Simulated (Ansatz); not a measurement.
The same molecule with X = O, S, Se. Ansatz, PBE0-D4/def2-TZVP geometries, multiplicity 1. Each molecule was computed in one conformer, which needn't be the lowest.

Scalar relativity is left out up to krypton.

```tsv
X	molecule	mean X–Ga bond length / Å	mean X–H bond length / Å	LUMO energy (B3LYP/def2-TZVPP) / eV	HOMO–LUMO gap (PBE0/def2-TZVPP) / eV	HOMO energy (PBE/def2-TZVPP) / eV
O	`[OH][Ga]([Cl])[Cl]`	1.765	0.961	-1.91	7.85	-7.90
S	`[SH][Ga]([Cl])[Cl]`	2.175	1.345	-1.88	6.78	-7.11
```

Give the row for X = Se, `[Cl][Ga]([Cl])[SeH]`. (An estimate is asked.)

Computed: 
```csv
X,molecule,mean X–Ga bond length / Å,mean X–H bond length / Å,LUMO energy (B3LYP/def2-TZVPP) / eV,HOMO–LUMO gap (PBE0/def2-TZVPP) / eV,HOMO energy (PBE/def2-TZVPP) / eV
Se,`[Cl][Ga]([Cl])[SeH]`,2.299,1.470,-1.98,6.26,-6.78
```

From O to Se the mean X–Ga bond length rises at each step, by 0.534 Å in all; the mean X–H bond length rises at each step, by 0.509 Å in all; the LUMO energy (B3LYP/def2-TZVPP) isn't monotonic: highest at S, lowest at Se; the HOMO–LUMO gap (PBE0/def2-TZVPP) falls at each step, by 1.59 eV in all; the HOMO energy (PBE/def2-TZVPP) rises at each step, by 1.12 eV in all. Bonds lengthen as the atom grows down the group.

B3LYP here is the variant with VWN-RPA as its local correlation; programs differ in this.

Spin–orbit coupling is left out; it splits and shifts lone-pair levels of the heavy atoms by tenths of an eV.
